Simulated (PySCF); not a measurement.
Vertical excitations of a molecule C6H4N2 from TDA-PBE/def2-SVPD run with PySCF, as energy in eV (oscillator strength): 3.68 (0.000), 4.31 (0.003), 4.90 (0.030), 5.53 (0.171), 5.62 (0.000), 5.99 (0.105), 6.00 (0.003), 6.08 (0.000), 6.20 (0.121), 6.31 (0.000). Lowest triplet (TDA): 3.43 eV. Geometry: PBE-D3(BJ)/def2-SVP. One conformer was computed; it need not be the lowest.

Problem. Which molecule gave these data?
A. N#Cc1ccncc1
B. N#Cc1cccnc1
C. C#Cc1cncnc1
D. C#Cc1cnccn1

Solution. B, N#Cc1cccnc1
